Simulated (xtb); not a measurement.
B(Cl)(GeH3)2 (BClGe2H6), SMILES Cl[B]([GeH3])[GeH3]. All values are semi-empirical tight-binding results from xtb (GFN2-xTB unless named), good for trends rather than for accurate numbers. Geometry: GFN2-xTB. The structure was generated by enumeration, and PubChem lists no compound with its InChIKey, so it may never have been made.

Optimised geometry:

Bonds (Å): B1–Cl2 1.694, B1–Ge3 2.015, B1–Ge7 2.014, Ge3–H4 1.496, Ge3–H5 1.495, Ge3–H6 1.495, Ge7–H8 1.497, Ge7–H9 1.495, Ge7–H10 1.496. Bond angles (°): Cl2–B1–Ge3 116.6, Cl2–B1–Ge7 117.0, Ge3–B1–Ge7 126.4, B1–Ge3–H4 112.7, B1–Ge3–H5 114.5, B1–Ge3–H6 116.3, H4–Ge3–H5 103.4, H4–Ge3–H6 103.4, H5–Ge3–H6 105.2, B1–Ge7–H8 112.8, B1–Ge7–H9 114.7, B1–Ge7–H10 115.9, H8–Ge7–H9 103.6, H8–Ge7–H10 103.0, H9–Ge7–H10 105.3.
Charge 0, spin multiplicity 1.

A frequency run showed that this geometry is not a minimum.

For metal compounds this method's bond lengths and energies can be far off.

orbital gap: 2.52 eV

Computed atomic charges and the Wiberg bond orders between heavy atoms:
charges (e) B1 0.28, Cl2 -0.17, Ge3 0.02, H4 -0.02, H5 -0.03, H6 -0.02, Ge7 0.02, H8 -0.02, H9 -0.03, H10 -0.02. Bond orders B1–Cl2 1.24, B1–Ge3 0.86, B1–Ge7 0.86.
